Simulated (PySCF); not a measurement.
# Radial density of Al²⁺ (aluminium, charge +2)

B3LYP, [Ne] 3s1, 2S determinant. Computed with PySCF 2.14 in Sapporo-DZP-2012, with the spin-free X2C one-electron Hamiltonian (Gaussian nucleus).

| r (bohr) | 4πr²ρ (e/bohr) | 4πr²(ρα − ρβ) |
| --- | --- | --- |
| 0.00227 | 0.08403 | 0.0002 |
| 0.00382 | 0.2319 | 0.0006 |
| 0.00643 | 0.6175 | 0.0017 |
| 0.0108 | 1.550 | 0.0041 |
| 0.0182 | 3.634 | 0.0096 |
| 0.0306 | 7.449 | 0.0190 |
| 0.0515 | 12.38 | 0.0288 |
| 0.0866 | 14.50 | 0.0245 |
| 0.146 | 10.76 | 0.0017 |
| 0.245 | 8.820 | 0.0343 |
| 0.412 | 12.54 | 0.1162 |
| 0.693 | 8.770 | 0.0145 |
| 1.17 | 1.896 | 0.1849 |
| 1.96 | 0.6028 | 0.5460 |
| 3.30 | 0.1703 | 0.1701 |
| 5.55 | 0.001405 | 0.0014 |

Densities and radii are taken from the X2C orbitals without a picture-change correction, which distorts them close to the nucleus.
